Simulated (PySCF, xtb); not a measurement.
B(vinyl)(OH)(OMe) (C3H7BO2), SMILES C=CB(O)OC. One conformer was computed; it need not be the lowest.

Harmonic wavenumbers (cm⁻¹) from GFN2-xTB run with xtb at its own minimum, in rising order: 72, 139, 170, 184, 256, 301, 418, 544, 617, 641, 697, 917, 926, 1013, 1041, 1097, 1134, 1147, 1237, 1267, 1296, 1412, 1426, 1474, 1483, 1678, 2944, 2961, 2975, 3041, 3075, 3101, 3611.

**Question.** What does PBE-D3(BJ)/def2-SVP (PySCF 2.14.0) give at its own minimum? (An estimate is asked for; the answer gives what the named calculation found.)

**Answer.** 71, 148, 170, 212, 259, 344, 415, 539, 596, 679, 713, 936, 942, 998, 1022, 1122, 1137, 1166, 1232, 1314, 1362, 1408, 1420, 1428, 1458, 1649, 2939, 3021, 3046, 3056, 3066, 3148, 3713. Paired by order, the mean absolute difference is 25 cm⁻¹ and the zero-point energies are 63.3 and 63.9 kcal/mol.
